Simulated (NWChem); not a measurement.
Species: C5H4FN; SMILES Fc1ccncc1

```xyz
11

F      0.0000     0.0000     2.2739
C      0.0000     0.0000     0.9335
C      0.0000    -1.2129     0.2359
C      0.0000    -1.1460    -1.1669
N      0.0000     0.0000    -1.8666
C      0.0000     1.1460    -1.1669
C      0.0000     1.2129     0.2359
H      0.0000    -2.1696     0.7771
H      0.0000    -2.0817    -1.7542
H      0.0000     2.0817    -1.7542
H      0.0000     2.1696     0.7771
```
Atoms are numbered in this order, from 1.

Structure relaxed at the PBE-D3(BJ)/def2-SVP level.

**Question.** Give the principal values of the shielding tensors (ppm) of F1, C2, C3, C4, N5 from B3LYP/IGLO-II, GIAO (NWChem), with their diamagnetic and paramagnetic parts as GIAO splits them.

**Answer.** 
```csv
atom,σ11,σ22,σ33,isotropic,diamagnetic,paramagnetic
F1,196.5,274.5,357.2,276.1,474.9,-198.8
C2,-91.2,11.9,84.8,1.8,250.0,-248.2
C3,-28.7,59.8,158.4,63.2,255.4,-192.2
C4,-87.5,18.0,134.1,21.5,253.8,-232.3
N5,-405.1,-176.4,292.5,-96.3,321.7,-418.0
```
